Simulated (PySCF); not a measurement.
## Radial density of Zr²⁺ (zirconium, charge +2)

UHF, [Kr] 4d1 5s1, high-spin 3D determinant (an excited configuration). All numbers are calculated (PySCF 2.14, scalar relativity by spin-free X2C-1e, in x2c-QZVPPall).

| r (bohr) | 4πr²ρ (e/bohr) | 4πr²(ρα − ρβ) |
| --- | --- | --- |
| 0.0373 | 46.23 | -0.0008 |
| 0.0627 | 43.81 | -0.0009 |
| 0.105 | 60.90 | 0.0260 |
| 0.177 | 45.33 | 0.0681 |
| 0.298 | 41.81 | 0.1388 |
| 0.502 | 34.21 | 0.0125 |
| 0.844 | 9.857 | 0.2191 |
| 1.42 | 7.010 | 0.5696 |
| 2.39 | 1.354 | 0.7017 |
| 4.02 | 0.2706 | 0.2671 |
| 6.76 | 0.005753 | 0.0058 |

Densities and radii are taken from the X2C orbitals without a picture-change correction, which distorts them close to the nucleus.
